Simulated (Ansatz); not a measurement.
A structure relaxed at PBE0-D4/def2-TZVP, charge 0, multiplicity 1:

```xyz
12

N     0.2113    1.0012   -1.3656
C    -0.4511    0.2680   -0.2963
Si    0.6254    0.2182    1.2418
As   -0.8111   -1.5677   -0.9793
H     0.4547    1.9406   -1.0759
H    -0.3754    1.0757   -2.1883
H    -1.4449    0.6553   -0.0182
H     1.8906   -0.5084    0.9664
H     0.9626    1.6089    1.6710
H    -0.1149   -0.4500    2.3438
H    -1.4808   -2.0693    0.2949
H     0.5335   -2.1726   -0.5943
```

**Question.** Give its formula and SMILES.

**Answer.** CH8AsNSi, `NC([SiH3])[AsH2]`.

**Question.** Summarise the bond lengths by kind.

**Answer.** 1 × C–N 1.456 Å; 2 × H–N 1.013 Å; 1 × C–Si 1.878 Å; 1 × As–C 1.991 Å; 1 × C–H 1.102 Å; 3 × H–Si 1.485 to 1.494 Å; 2 × As–H 1.524 Å.

Results of the Gaussian-basis code of Ansatz.
